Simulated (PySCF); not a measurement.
A side-by-side comparison of computed properties.

First species: C2H12O2Si3.
Geometry (GFN2-xTB, Å), atoms numbered from 1 in this order:
```
atom  x, y, z in Å
C1    -2.8903    0.4221   -0.1229
C2    -2.2406   -0.9528   -0.0763
O3    -1.2340   -1.0509    0.8832
Si4    0.0978   -0.1226    1.0378
O5     1.0675   -0.9743    2.0256
Si6    1.3060    0.1008   -0.9040
Si7    3.5003    0.7890   -0.6717
H8    -3.7251    0.4129   -0.8184
H9    -2.1656    1.1651   -0.4461
H10   -3.2534    0.6954    0.8645
H11   -2.9880   -1.7128    0.1778
H12   -1.8208   -1.1918   -1.0625
H13   -0.3058    1.1129    1.7322
H14    0.6917   -1.4846    2.7384
H15    1.2561   -1.1404   -1.7078
H16    0.5814    1.0369   -1.7966
H17    3.8237    1.1930    0.7000
H18    4.4801   -0.2368   -1.0430
H19    3.8091    1.9478   -1.5176
```

Second species: C7H8F4.
InChI=1S/C7H8F4/c8-5-4-1-2-6(5,3-4)7(9,10)11/h4-5H,1-3H2/t4-,5-,6-/m1/s1

Levels: PBE0/pcSseg-1 for HOMO energy, LUMO energy and HOMO–LUMO gap. Geometries: GFN2-xTB. Each structure is a single optimised conformer of the isolated species, non-relativistic unless stated; the electronic structure was computed with PySCF and density fitting.

The conformers computed, where there is a choice (atom-mapped SMILES and torsion angles):
- `[CH3:1][CH2:2][O:3][Si@@H:4]([OH:5])[SiH2:6][SiH3:7]`: C1–C2–O3–Si4 -56°, C2–O3–Si4–O5 -164°, O3–Si4–Si6–Si7 -161°, H–O5–Si4–O3 -36°

The conformers of `F[C@@H]1[C@@H]2CC[C@@]1(C(F)(F)F)C2` aren't listed.

Values for the first species:

| Property | Result |
| --- | --- |
| HOMO energy | -7.60 eV |
| LUMO energy | -0.37 eV |
| HOMO–LUMO gap | 7.23 eV |

Question: Estimate the same properties for the second species, and the change in each.

Answer: 
```csv
property,first,second,second less first
HOMO energy,-7.60 eV,-9.05 eV,-1.45 eV
LUMO energy,-0.37 eV,1.36 eV,+1.73 eV
HOMO–LUMO gap,7.23 eV,10.41 eV,+3.18 eV
```

